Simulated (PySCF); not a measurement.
**Question.** Write Cartesian coordinates for `O=[S@@]1CC[C@@H](C(F)=C(F)F)C1` as optimised with GFN2-xTB.

**Answer.** 
```
atom  x, y, z in Å
O1    -2.4628    1.8125    0.9887
S2    -2.1962    1.1167   -0.2662
C3    -2.0132   -0.6857    0.1944
C4    -0.6073   -1.1214   -0.1624
C5     0.2935    0.0826    0.1423
C6     1.6964   -0.1329   -0.3308
F7     1.8329   -0.3664   -1.6520
C8     2.7870   -0.1099    0.4247
F9     4.0298   -0.2952    0.0091
F10    2.7541    0.1048    1.7345
C11   -0.3635    1.2557   -0.5744
H12   -2.7788   -1.2557   -0.3254
H13   -2.1955   -0.7216    1.2668
H14   -0.5388   -1.3609   -1.2254
H15   -0.3047   -1.9999    0.4088
H16    0.3122    0.2700    1.2194
H17   -0.2216    1.1883   -1.6518
H18   -0.0322    2.2253   -0.2120
```

Orientation and origin are arbitrary. Atoms count from 1 in this order. The C–F distances run from 1.323 Å (C8–F9, drawn single) to 1.349 Å (C6–F7, drawn single), a spread of 0.026 Å. Of the pairs four or more bonds apart, F10···H16 is among the closest relative to their van der Waals radii: 2.50 Å, 94 % of the sum of Bondi's values. The 5-membered ring S2–C3–C4–C5–C11 has internal angles of 90.9° to 108.1°; it is puckered, 0.21 Å rms from its mean plane, widest ring torsion 51°. The C–C distances run from 1.327 Å (C6=C8, drawn double) to 1.534 Å (C4–C5, drawn single), a spread of 0.207 Å.

Bonds between heavy atoms (Å): O1=S2 1.459, S2–C3 1.869, C3–C4 1.514, C4–C5 1.534, C5–C6 1.496, C6–F7 1.349, C6=C8 1.327, C8–F9 1.323, C8–F10 1.328, C5–C11 1.524, S2–C11 1.864.

Computed geometry: GFN2-xTB, gas phase.

Point group: C1 (no symmetry element, even within 0.4 Å). Not checked by GFN2-xTB frequencies. One conformer, not necessarily the lowest (C4–C5–C6–F7 59°, O1–S2–C3–C4 -118°, S2–C3–C4–C5 37°, C3–C4–C5–C6 -172°, C4–C5–C11–S2 43°).
